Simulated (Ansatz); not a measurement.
Compare A (`CBCN`) with its isomer B (`BNCC`).

Isolated molecules relaxed with PBE0-D4/def2-TZVP in Ansatz; ΔE leaves out vibrations. CCSD(T)/CBS is the MP2 limit (def2-TZVPP, def2-QZVPP) plus CCSD(T) − MP2 in def2-TZVPP, frozen cores. Functionals use def2-TZVPP. B3LYP here is the variant with VWN-RPA as its local correlation; programs differ in this. Each species was taken in one conformer, which may not be the lowest.

Which isomer does CCSD(T)/CBS put lower? Give the gap. (An estimate is asked.)

The calculation gave: B, by 113.8 kJ/mol.

Give E(B) − E(A) in kJ/mol with B3LYP, ωB97M-V, B2PLYP, CCSD(T)/def2-SVP, B3LYP-D4, LDA (SPW92), BLYP-D4. (Estimate.)

Computed: B3LYP -113.7, ωB97M-V -110.7, B2PLYP -116.2, CCSD(T)/def2-SVP -138.9, B3LYP-D4 -114.9, LDA (SPW92) -115.9, BLYP-D4 -115.9. None reverses the order clearly.

Does the order hold for the free energy at 298.15 K (harmonic terms from PBE0-D4)? (An estimate is asked.)

Computed: Yes: G(B) − G(A) = -103.6 kJ/mol, for one conformer each.

Largest T1 diagnostic: 0.012.

Leaving LDA and LC-ωPBE aside and taking each functional with its dispersion term where it has one, the values, not all of them listed here, spread over 12.4 kJ/mol, from CAM-B3LYP-D4 to B97M-V. LDA lies −6.5 kJ/mol from PBE without D4. At CCSD(T), def2-SVP lies −25.1 kJ/mol from the extrapolated value and def2-TZVPP −3.1 kJ/mol.
